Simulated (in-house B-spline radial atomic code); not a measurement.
Ionising Re4+ with different functionals

Computed with an all-electron radial atomic-structure program (B-spline basis): scalar-relativistic (spin-free X2C) Hamiltonian, Fermi nucleus of rms radius 5.3698 fm, spin-polarised at highest spin, spherical fractional occupations for the functionals, and exact exchange of hybrids averaged over the configuration. The ionisation energy is the difference of two self-consistent energies, [Xe] 4f14 5d3 → [Xe] 4f14 5d2, without Breit or QED terms; ε is the level of the shell that loses the electron (its least bound occupied spin orbital). There is no spin-orbit coupling in this Hamiltonian.

```csv
method,rung,ΔSCF (eV),-ε(5d) (eV)
PBE0,global hybrid,53.59,48.72
B3LYP,global hybrid,53.55,48.28
TPSSh,global hybrid,53.50,47.56
M06-2X,global hybrid,53.40,50.55
BHandHLYP,global hybrid,53.37,50.27
r2SCAN0,global hybrid,53.67,48.85
B97-1,global hybrid,53.36,48.20
HSE06,range-separated hybrid,53.55,48.27
wB97X,range-separated hybrid,53.11,50.92
CAM-B3LYP,range-separated hybrid,53.51,50.10
LC-wPBE,range-separated hybrid,53.51,51.62
```

Q: Among the functionals, which spreads more, the ΔSCF values or the orbital energies?

A: The orbital energies: ΔSCF values span about 0.56 eV and the orbital energies 4.06 eV; here energy differences depend much less on the functional than eigenvalues do.

Q: How do they compare with the NIST value?

A: NIST lists 52 eV ± 1.9 (tabulated theory, ground level to ground level). Errors run from +1.21 to +1.77 eV; all lie within about twice that uncertainty, so the table can't rank the methods.
